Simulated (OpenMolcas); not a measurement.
**Os IV: effect of the active space**

* Program: OpenMolcas 26.06
* Method: MS-CASPT2 or its RAS form, IPEA 0.25 Eh, imaginary shift 0.1 Eh
* Basis: ANO-RCC-VDZP
* Scalar Hamiltonian: DKH2, point nucleus
* Spin-orbit coupling: RASSI with atomic mean-field integrals over the reference wave functions, term energies averaged over their components

A. 5 electrons in 5 orbitals (5d); 2S+1 = 6 even, 1 root; 2S+1 = 4 even, 24 roots; 2S+1 = 2 even, 75 roots; closed shells correlated: 5s 5p; CASPT2 step of the order of 9 core-seconds
B. 5 electrons in 9 orbitals (RAS2 5d 6s; RAS3 6p, at most 2 electrons); 2S+1 = 6 even, 6 roots; 2S+1 = 4 even, 84 roots kept (CI in the orbitals of an earlier block, 81 in the spin-orbit step); 2S+1 = 2 even, 86 roots kept (CI in the orbitals of an earlier block); 2S+1 = 6 odd, 15 roots; 2S+1 = 4 odd, 88 roots kept (CI in the orbitals of an earlier block, 31 in the spin-orbit step); 2S+1 = 2 odd, 81 roots kept (CI in the orbitals of an earlier block, 0 in the spin-orbit step); closed shells correlated: 5s 5p; CASPT2 step of the order of 3 core-minutes

Energies in cm⁻¹ above 5d⁵ ⁶S_5/2.

```
               Level      A      B
          5d⁵ ⁶S_5/2    0.0    0.0
   5d⁵ ⁴G_7/2 [62 %]  22510  22270
         5d⁵ ⁴G_11/2  23760  23730
          5d⁵ ⁴G_9/2  24600  24640
   5d⁵ ⁴P_1/2 [64 %]  25730  24940
   5d⁵ ⁴D_7/2 [65 %]  29040  28950
   5d⁵ ⁴D_1/2 [70 %]  32710  32340
  5d⁵ ²I_11/2 [72 %]  34540  34850
         5d⁵ ²I_13/2  37820  38410
   5d⁵ ²H_9/2 [51 %]  43350  43420
5d⁵ ²F_7/2(1) [54 %]  47360  47240
          5d⁵ ²S_1/2  50960  49450
  5d⁵ ²H_11/2 [70 %]  51170  52030
       5d⁵ ²D_3/2(2)  56990  56430
5d⁵ ²D_5/2(2) [56 %]  61290  60240
       5d⁵ ²G_9/2(2)  64050  62790
       5d⁵ ²G_7/2(2)  65940  64770
```

Between A and B the level of the table that moves most is 5d⁵ ²S_1/2, by 1500 cm-1 (lowest in B, highest in A). Moves below CASPT2's spread within the term are not significant.

Term energies are means over components that CASPT2 splits; among the terms shown or strongly mixed into the levels shown the widest spread is 630 cm-1 (5d⁵ ⁴F, A). The basis is small and was not contracted for so high a charge. Blocks of more than 70 roots (2S+1 = 2 even) ran without multistate coupling (holds for A). The CASPT2 spread within a term exceeds the gap to the next term for 5d⁵ ⁴F and 5d⁵ ²F(1), 5d⁵ ²G(1) and 5d⁵ ²H, so the order of their levels is uncertain, and so are names and mixing where such terms share a J (holds for A). Blocks of more than 70 roots (2S+1 = 4 even, 2 even) ran without multistate coupling (holds for B). Some high roots are left out of the spin-orbit mixing, which shifts the levels that they would mix with (holds for B). Terms from blocks run as CI alone lack orbitals of their own (holds for B). Only configurations of the active space appear. Levels that lie high or do not pair safely by name in every column are left out.

A share in square brackets marks a mixed level and gives the weight of the term that names it, the lowest over the columns. A number in round brackets counts repeated terms of one configuration in the order of the reference energies.
